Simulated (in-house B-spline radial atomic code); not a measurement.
Results of a calculation; reference values are marked as such.
# Building a PAW d channel for Zn, r_c = 1.21 bohr

Zn, [Ar] 3d10 4s2, non-relativistic LDA (VWN5), spherical and spin-unpolarised, from an all-electron radial atomic-structure program (B-spline basis) (atomic units; all potentials screened as in the neutral atom).

Two all-electron partial waves φ1, φ2 are integrated outwards at E1 = ε(3d) = -0.398945 and E2 = E1 + 1 hartree; φ1 is the bound orbital and φ2 has unit norm inside r_c = 1.212 bohr. Smooth partners are polynomials, r^3(a0 + a1 r² + a2 r⁴ + a3 r⁶), matched to φ and three derivatives at r_c, with no condition on the norm. The local potential is -16.426 + (27.2426) r² + (-18.961) r⁴ + (4.87471) r⁶ inside 0.9923 bohr and the all-electron one outside.

```tsv
wave	φ(r_c)	φ'(r_c)	a0	a1	a2	a3
1	0.6507303	-0.6350285	3.65229	-4.91272	2.473364	-0.4439885
2	0.03315444	2.54821	-4.271467	6.606514	-3.419295	0.61952
```

Inside r_c the overlaps are <φi φj> = [[0.78528, -0.83963], [-0.83963, 1.00000]] and, for the smooth waves, [[0.32470, -0.22623], [-0.22623, 0.18802]]. With χj = (Ej − T − V_local) applied to smooth wave j, the program's quadrature gives the matrix B_ij = <smooth i, χj> as [[-0.73404, 1.16136], [0.54796, -0.89339]].

Task: Check the match of the first wave, and find the augmentation charges q_ij.

Result: At r_c the four terms are 6.50239, -12.84799, 9.50181, -2.50551, which sum to 0.6507, φ1(r_c) to rounding. q_ij is the all-electron overlap less the smooth one: [[0.46058, -0.61339], [-0.61339, 0.81198]]. The smooth first wave has a norm of 0.3247 inside r_c against 0.7853, and q11 > 0 puts back the missing charge.

Task: B isn't symmetric. Show that D_ij = B_ij + Ej q_ij is.

Result: Integrating by parts gives B12 − B21 = (E1 − E2) q12: 1.16136 − (0.54796) = 0.61340, and −1 × (-0.61339) = 0.61339. So D12 = 1.16136 + (0.601055)(-0.61339) = 0.79268 and D21 = 0.54796 + (-0.398945)(-0.61339) = 0.79267; D11 = -0.91779, D22 = -0.40534. The projectors, p = (B⁻¹)ᵀ χ, are dual to the smooth waves; det B = 0.019.

Solving (T + V_local + Σ p D p) ψ = E (1 + Σ p q p) ψ in a sphere of 9 bohr gives these levels:

```csv
all-electron,one projector,two projectors
-0.398945,-0.398943,-0.398943
0.119313,0.120201,0.119313
0.373640,0.378949,0.373641
0.767558,0.784713,0.767558
1.294510,1.335100,1.294540
```

Task: What does the second projector gain?

Result: With one projector the errors are 0.00, +0.89, +5.31, +17.16, +40.59 millihartree. With two the errors are 0.00, 0.00, 0.00, 0.00, +0.03 millihartree. The scattering is exact at E1 and at E2 = 0.601, and over all levels compared the largest error is 0.03 millihartree. The lowest eigenvalue of the overlap operator is 1 with one and 0.9364 with two projectors. The smooth orbital alone needs a cutoff of 45.3 hartree for 1 millihartree of kinetic energy, against 81.9 for a norm-conserving Troullier-Martins orbital of the same radius; part of the gain comes from giving up the norm, part from the simpler form.
